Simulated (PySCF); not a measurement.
Computed structure and properties of [Yb(NH3)]3+

System: [Yb(NH3)]3+ (singlet in the valence; each metal's 4f electrons, 13 of them, lie in its core potential, out of spins and levels); start: template (C3v). Method: PySCF 2.14.0, RKS B3LYP, Yb lcecp-1-SVP with ECP59, N def2-SVP, H def2-SVP; non-relativistic Hamiltonian with scalar-relativistic core potentials where named; density fitting; no spin-orbit coupling.

Input of the relaxation:

```python
mol = gto.M(atom='''
Yb     0.00000    -0.00000    -0.22541
N     -0.00000     0.00000     2.23209
H      0.93916     0.00004     2.63009
H     -0.46961     0.81332     2.63009
H     -0.46955    -0.81335     2.63009''',
    basis={'Yb': 'lcecp-1-SVP', 'N': 'def2-SVP', 'H': 'def2-SVP'},
    ecp={'Yb': 'lcecp-1-SVP'},
    charge=3, spin=0)
mf = dft.RKS(mol, xc='B3LYP')
mf.grids.atom_grid = (50, 194)  # f atoms: unpruned, at least (60, 302)
mf = mf.density_fit()  # fitting sets: Yb AutoAux, N def2-universal-JKFIT, H def2-universal-JKFIT
mf.conv_tol = 1e-08; mf.max_cycle = 55
mf.kernel(dm0)  # dm0: converged density of the start geometry
# quasi-Newton relaxation in Cartesian coordinates to a largest gradient under 0.00045 Eh/bohr, steps kept in the point group
```

Run from Python with OMP_NUM_THREADS=2; the lines above give its settings. Where DIIS fails, smearing, a level shift and second-order steps follow.
It took 12 s on 2 threads of Arm Neoverse V2, on a shared host, from the converged density of the start.

Course of the relaxation:

| step | energy above end (eV) | largest force component within the symmetry (eV/Å) |
| --- | --- | --- |
| 0 | 0.1689 | 2.658 |
| 1 | 0.0681 | 1.178 |
| 2 | 0.0164 | 0.472 |
| 3 | 0.0045 | 0.355 |
| 4 | 0.0002 | 0.122 |
| 5 | 0.0000 | 0.008 |
| 6 | 0.0000 | 0.003 |

Relaxed geometry (C3v):

```xyz
5

Yb    0.0000    0.0000   -0.1169
N     0.0000    0.0000    2.1581
H     0.9456    0.0000    2.6186
H    -0.4728    0.8189    2.6186
H    -0.4728   -0.8189    2.6186
```

```json
{"contact": "Yb1–N2 (NH3)", "Å": "2.275"}
```

On the finer grid (75, 302):

The HOMO is -28.02 eV. The LUMO is -21.02 eV and the dipole about the centre of mass is 4.23 D. The set of Mulliken populations of Yb1 outside the core potential is s 2.14, p 6.06, d 0.36, f 0.01. The D3(BJ) dispersion energy (not in the energies) is -0.192 eV.

```json
{"atom": "Yb1", "Mulliken (e)": "2.43", "Löwdin (e)": "2.36", "spin (e)": "0.00"}
{"atom": "N2", "Mulliken (e)": "-0.32", "Löwdin (e)": "0.02", "spin (e)": "0.00"}
{"atom": "H3", "Mulliken (e)": "0.30", "Löwdin (e)": "0.21", "spin (e)": "0.00"}
{"atom": "H4", "Mulliken (e)": "0.30", "Löwdin (e)": "0.21", "spin (e)": "0.00"}
{"atom": "H5", "Mulliken (e)": "0.30", "Löwdin (e)": "0.21", "spin (e)": "0.00"}
```

The 4f levels lie in the core potential and are missing. Their spin isn't counted.

A rough frequency check found all modes real, so this is a minimum.

Taking off one NH3 (charge 0, singlet; the rest: singlet) in vacuum, both parts rigid, costs 6.17 eV; the small basis without counterpoise inflates it. Parting with an electron moved from the ligand to the metal can be far cheaper, even downhill.

Rigid scan of NH3 along the line from its metal:

(distance to N2 (Å), energy (eV)): (1.98, 0.686), (2.08, 0.263), (2.18, 0.057), (2.28, 0.000), (2.38, 0.044), (2.48, 0.153), (2.68, 0.480)

One start shape was tried, so this needn't be the lowest isomer.

An lcecp potential fixes the number of 4f electrons, so in runs with it no electron can move into or out of that shell.
